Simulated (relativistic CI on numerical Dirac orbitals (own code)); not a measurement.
**Ir3+ (5d6) in a crystal field**

Calculated by Dirac-Coulomb-Breit CI, separate exchange-only KLI orbitals for each configuration, QED by a radiative potential, valence Slater integrals scaled by 0.7, one configuration in a parametric crystal field (own radial code).

Field parameters in Wybourne normalisation: D3d B²₀ = −7Dσ, B⁴₀ = −14Dq − 21Dτ, B⁴₃ = −14√(10/7) Dq; D4h B²₀ = −7Ds, B⁴₀ = 21(Dq − Dt), B⁴₄ = 21√(5/14) Dq; Oh B⁴₀ = 21Dq, B⁴₄ = √(5/14) B⁴₀; Td as Oh with Dq negative (B⁴₀ = 21Dq, B⁴₄ = √(5/14) B⁴₀). The field is a parameter set, without covalency.

S is read from ⟨S²⟩ = S(S + 1).

Powder χT (cm³ K mol⁻¹) by Van Vleck's formula, with temperature-independent terms:

```
                                       Field       2 K       5 K     10 K     20 K     50 K   100 K   200 K   300 K
D3d, 10Dq = 38050, Dσ = -760, Dτ = -310 cm⁻¹  0.000247  0.000617  0.00123  0.00247  0.00617  0.0123  0.0247   0.037
  D3d, 10Dq = 41350, Dσ = -50, Dτ = 280 cm⁻¹  0.000212  0.000529  0.00106  0.00212  0.00529  0.0106  0.0212  0.0317
D3d, 10Dq = 43600, Dσ = 1110, Dτ = -180 cm⁻¹  0.000208  0.000521  0.00104  0.00208  0.00521  0.0104  0.0208  0.0313
 D4h, 10Dq = 37850, Ds = 610, Dt = -500 cm⁻¹  0.000221  0.000554  0.00111  0.00221  0.00554  0.0111  0.0221  0.0332
                       Oh, 10Dq = 17850 cm⁻¹  0.000615   0.00154  0.00308  0.00615   0.0154  0.0308  0.0615  0.0923
                       Oh, 10Dq = 20850 cm⁻¹  0.000484   0.00121  0.00242  0.00484   0.0121  0.0242  0.0484  0.0727
                       Td, 10Dq = -6800 cm⁻¹     0.025    0.0638    0.133    0.275    0.706    1.41    2.53    3.18
                      Td, 10Dq = -14400 cm⁻¹   0.00668    0.0167   0.0334   0.0668    0.167   0.334   0.665   0.971
```

Problem. For Td, 10Dq = -6800 cm⁻¹: what effective moment follows at 300 K?

Solution. μ_eff = √(8χT) = 5.04 μB. The ground level has S = 1.73; the spin-only moment for S = 2 is 4.90 μB. The difference comes from the orbital moment, spin-orbit mixing of terms and temperature-independent paramagnetism, all larger in this ionic model than in covalent complexes.
